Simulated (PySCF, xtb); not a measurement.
B(F)(H)(NHMe) (CH5BFN), SMILES CNBF.

Coordinates come from a PBE0-D3(BJ)/def2-SVP optimisation. One conformer was computed; it need not be the lowest.

Method: PySCF with IEF-PCM-B3LYP/def2-SVP.

The values are the electrostatic part of the solvation free energy, E(continuum) − E(gas) at the gas-phase geometry, in a cavity of scaled van der Waals radii (PySCF's table); cavitation and dispersion terms are not included. In vacuum the orbital gap is 8.42 eV. The dipole moment in vacuum is 2.47 D.

```tsv
solvent	ε	ΔG(elec) (kcal/mol)	dipole (D)	gap (eV)
water	78.36	-3.0	2.99	8.20
methanol	32.61	-2.9	2.97	8.21
tetrahydrofuran	7.43	-2.4	2.90	8.24
```

For comparison, GFN2-xTB/ALPB(water) (xtb, at the GFN2-xTB geometry, all terms of that model) gives -4.0 kcal/mol.
